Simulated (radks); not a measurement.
All-electron atom: Sr11+ in [Ar] 3d9. Calculated with a radial shooting solver on a logarithmic mesh with Libxc functionals: scalar-relativistic Kohn-Sham, exchange-only LDA, spin-polarised, spherical densities, point nucleus; open shells are filled with parallel spins first (spin-orbit coupling, left out, can overturn this in heavy ions).

Normalised radial functions P(r) = r R(r), r in bohr:

r         2p down  3s down
0.001319   0.0035   0.0885
0.00186    0.0066   0.1206
0.002603   0.0121   0.1616
0.003672   0.0226   0.2155
0.005138   0.0415   0.2803
0.007247   0.0771   0.3572
0.01014    0.1395   0.4354
0.01431    0.2515   0.5016
0.02002    0.4352   0.5226
0.02824    0.7329   0.4529
0.03951    1.1533   0.2459
0.05574    1.6939  -0.1281
0.07799    2.2155  -0.5761
0.11       2.5099  -0.8827
0.154      2.3247  -0.7067
0.2172     1.6324   0.1054
0.3039     0.8051   1.1263
0.4286     0.2372   1.6215
0.5998     0.0374   1.2566
0.8461     0.0023   0.5451
1.184      0.0000   0.1228
1.67       0.0000   0.0106

2p down: eigenvalue -2145.3 eV, 0 radial nodes, <r> = 0.150 bohr, 90 % of the charge inside 0.245 bohr. 3s down: eigenvalue -547.28 eV, 2 radial nodes at r = 0.0502, 0.210 bohr, <r> = 0.485 bohr, 90 % of the charge inside 0.717 bohr.
